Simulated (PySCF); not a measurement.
ClFHNOW, multiplicity 1. Atoms are numbered in the order given.

```xyz
6

W      0.0845     0.0867    -0.1523
O      1.7871     0.1695     0.0454
N     -0.2387    -0.9882    -1.5070
H      0.1408    -1.6073    -2.2320
F     -0.5802     1.7879    -0.6042
Cl    -0.8117    -0.9021     1.7133
```
Charge 0, spin multiplicity 1.

The structure is a stationary point at PBE-D3(BJ)/def2-SVP. The spin state was assumed, not searched. The structure was generated by enumeration; whether it is a known compound was not checked. The def2 effective core potentials stand for the cores of W; spin–orbit coupling is left out.

Method: PBE0/def2-TZVP (PySCF).

ESP charges are fitted to the potential on shells at 1.4 to 2.0 van der Waals radii. Atomic charges (e):

```tsv
atom	Mulliken	ESP fit
W1	1.43	1.10
O2	?	-0.40
N3	-0.57	-0.71
H4	0.27	0.41
F5	?	-0.24
Cl6	?	-0.17
```

Problem. What belongs in the gaps? (An estimate is asked for; the answer gives what the named calculation found.)

Solution. 
- O2, Mulliken: -0.44
- F5, Mulliken: -0.38
- Cl6, Mulliken: -0.31
